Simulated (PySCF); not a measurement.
SMILES C#Cc1cccc(C#N)c1 (C9H5N) (GFN2-xTB optimised geometry):

```
15

C     -2.712    -2.355     0.000
C     -2.111    -1.316    -0.002
C     -1.404    -0.089     0.000
C     -2.097     1.123     0.000
C     -1.405     2.321     0.000
C     -0.022     2.332     0.000
C      0.675     1.122     0.000
C      2.090     1.125    -0.002
N      3.236     1.131    -0.003
C     -0.012    -0.089     0.000
H     -3.236    -3.264    -0.003
H     -3.177     1.113     0.000
H     -1.948     3.254     0.001
H      0.524     3.264     0.000
H      0.532    -1.022     0.000
```

Computed with CAM-B3LYP/def2-TZVP (PySCF).

What are the frontier orbital energies and the dipole moment?

HOMO-2 -9.93 eV, HOMO-1 -9.28 eV, HOMO -8.64 eV, LUMO -0.83 eV, LUMO+1 -0.39 eV; dipole moment 4.44 D.

Meta-Löwdin charges at CAM-B3LYP/def2-TZVP: C1 -0.20, C2 -0.03, C3 0.01, C4 -0.09, C5 -0.11, C6 -0.09, C7 -0.02, C8 0.11, N9 -0.22, C10 -0.08, H11 0.18, H12 0.14, H13 0.13, H14 0.14, H15 0.14.
